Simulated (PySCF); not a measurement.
## Molecular orbitals of SiPb⁺

UHF at R = 2.636 Å; basis Si def2-SVPD, Pb def2-SVPD with ECP60; scalar-relativistic core potentials; PySCF 2.14. State: ⁴Σ⁻ (quartet), unpaired electrons σ ↑, π ↑↑. Only the outer orbitals are listed, counted within each symmetry, core potentials removing the inner ones.

```json
{"spin": "α", "orbital": "7σ", "occ.": "1", "ε (eV)": "-25.21", "on Si (%)": "48", "main shells (%)": "49 Pb s, 42 Si s"}
{"spin": "α", "orbital": "8σ", "occ.": "1", "ε (eV)": "-20.72", "on Si (%)": "54", "main shells (%)": "50 Si s, 41 Pb s"}
{"spin": "α", "orbital": "9σ", "occ.": "1", "ε (eV)": "-14.30", "on Si (%)": "57", "main shells (%)": "54 Si p, 37 Pb p"}
{"spin": "α", "orbital": "4π", "occ.": "1", "ε (eV)": "-13.23", "on Si (%)": "69", "main shells (%)": "66 Si p, 29 Pb p"}
{"spin": "α", "orbital": "4π", "occ.": "1", "ε (eV)": "-13.23", "on Si (%)": "69", "main shells (%)": "66 Si p, 29 Pb p"}
{"spin": "α", "orbital": "5π", "occ.": "0", "ε (eV)": "-5.51", "on Si (%)": "34", "main shells (%)": "63 Pb p, 31 Si p"}
{"spin": "α", "orbital": "5π", "occ.": "0", "ε (eV)": "-5.51", "on Si (%)": "34", "main shells (%)": "63 Pb p, 31 Si p"}
{"spin": "α", "orbital": "10σ", "occ.": "0", "ε (eV)": "-2.76", "on Si (%)": "27", "main shells (%)": "49 Pb s, 18 Pb p, 18 Si p"}
{"spin": "β", "orbital": "7σ", "occ.": "1", "ε (eV)": "-21.83", "on Si (%)": "25", "main shells (%)": "74 Pb s, 22 Si s"}
{"spin": "β", "orbital": "8σ", "occ.": "1", "ε (eV)": "-17.12", "on Si (%)": "72", "main shells (%)": "72 Si s, 22 Pb s"}
{"spin": "β", "orbital": "9σ", "occ.": "0", "ε (eV)": "-5.55", "on Si (%)": "45", "main shells (%)": "53 Pb p, 34 Si p, 10 Si s"}
{"spin": "β", "orbital": "4π", "occ.": "0", "ε (eV)": "-5.33", "on Si (%)": "18", "main shells (%)": "81 Pb p, 18 Si p"}
{"spin": "β", "orbital": "4π", "occ.": "0", "ε (eV)": "-5.33", "on Si (%)": "18", "main shells (%)": "81 Pb p, 18 Si p"}
```

Problem. Which are the highest filled and the lowest empty level, where do they sit, and how wide is the gap?

Solution. Highest filled α 4π at -13.23 eV (in %: 66 Si p, 29 Pb p); lowest empty β 9σ at -5.55 eV (in %: 53 Pb p, 34 Si p, 10 Si s); the gap at UHF is 7.68 eV.

The bond order (Mayer) is 1.50. The ⟨S²⟩ is 3.762, the charge on Si (Mulliken, basis-dependent) is 0.06 and the charge on Si (Löwdin, basis-dependent) is 0.27. The dipole moment (positive dipole points towards Pb; it is taken about the centre of mass and depends on that origin) is -1.69 D and the polarisability along the bond is 131.4 bohr³. The polarisability across the bond is 53.1 bohr³.

These are scalar-relativistic numbers at best; spin–orbit coupling would shift them, the dissociation energy most. The state is the lowest determinant that a PBE0 search found; another state may lie lower at other levels.
